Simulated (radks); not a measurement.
Values are calculated unless marked as measured or tabulated.
All-electron atom: Rb+ in [Ar] 3d10 4s2 4p5.5 4d0.5 (fractional occupations, a model configuration). Level of theory: non-relativistic Kohn-Sham, revPBE, spin-polarised, spherical densities, point nucleus; open shells are filled with parallel spins first (spin-orbit coupling, left out, can overturn this in heavy ions); relativity is left out, which matters for an element this heavy (a radial shooting solver on a logarithmic mesh with Libxc functionals).

X-ray form factor f0, the Fourier transform of the density (f0(0) = 36):

sin(theta)/lambda (1/angstrom),f0 (electrons)
0.05,35.361
0.1,33.722
0.15,31.562
0.2,29.255
0.25,27.053
0.3,25.081
0.4,21.867
0.5,19.316
0.6,17.082
0.8,13.173
1,10.176
1.25,7.798
1.5,6.486
2,5.109
